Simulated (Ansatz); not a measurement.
Gas-phase reaction 2 R1 → P1 + P2, each structure at its B3LYP-D3(BJ)/def2-TZVP stationary point, reached from a drawn start (curvature not checked).
P1, F3NbO (SMILES [O]=[Nb]([F])([F])[F]) (charge 0, multiplicity 1):
```xyz
5

Nb     0.00350     0.00354     0.00352
O      0.98720     0.96947     0.98676
F      1.11707    -1.06044    -1.05494
F     -1.04205     1.13635    -1.05297
F     -1.06573    -1.04892     1.11772
```
R1, F2NbO (SMILES [O]=[Nb]([F])[F]) (charge 0, multiplicity 2):
```json
[
 {"atom": "Nb", "x (Å)": "-0.0212", "y (Å)": "-0.0005", "z (Å)": "-0.1473"},
 {"atom": "O", "x (Å)": "1.6673", "y (Å)": "-0.0085", "z (Å)": "0.0393"},
 {"atom": "F", "x (Å)": "-0.8142", "y (Å)": "1.7015", "z (Å)": "0.0473"},
 {"atom": "F", "x (Å)": "-0.8319", "y (Å)": "-1.6924", "z (Å)": "0.0608"}
]
```
P2, FNbO (SMILES [O]=[Nb][F]) (charge 0, multiplicity 3):
```csv
atom,x (Å),y (Å),z (Å)
Nb,0.0648,0.0051,-0.6217
O,1.5068,-0.0062,0.2739
F,-1.5715,0.0011,0.3479
```

P less R. No zero-point or thermal terms; singlets are restricted closed shells; open shells are unrestricted; no spin–orbit coupling. The spin states of the d-block species are the ones drawn and need not be the lowest.

Cores are frozen in the correlated methods.

Codes used: Ansatz (a quantum-chemistry and plane-wave program) with Gaussian orbitals. All values are computed, each at the level named. Elements past Kr take the def2 small-core potentials, without spin–orbit coupling.

Total energies in hartree:

```tsv
structure	PBE/def2-TZVPP	B3LYP/def2-TZVPP	CCSD(T)/def2-QZVPP
P1	-431.875690	-432.210782	-431.304839
R1	-331.963669	-332.211838	-331.423764
P2	-232.048296	-232.205490	-231.534323
```

Problem. Work out the reaction energy at each level in kcal/mol (1 hartree = 627.50947 kcal/mol), and say how far PBE/def2-TZVPP lies from CCSD(T)/def2-QZVPP.

Solution. 
- PBE/def2-TZVPP: (-431.875690) + (-232.048296) − 2 × (-331.963669) = 0.003352 hartree = 2.10 kcal/mol
- B3LYP/def2-TZVPP: (-432.210782) + (-232.205490) − 2 × (-332.211838) = 0.007404 hartree = 4.65 kcal/mol
- CCSD(T)/def2-QZVPP: (-431.304839) + (-231.534323) − 2 × (-331.423764) = 0.008366 hartree = 5.25 kcal/mol
PBE/def2-TZVPP less CCSD(T)/def2-QZVPP: -3.15 kcal/mol. CCSD(T)/def2-QZVPP is the level counted from, the highest shown, and no exact or measured value.
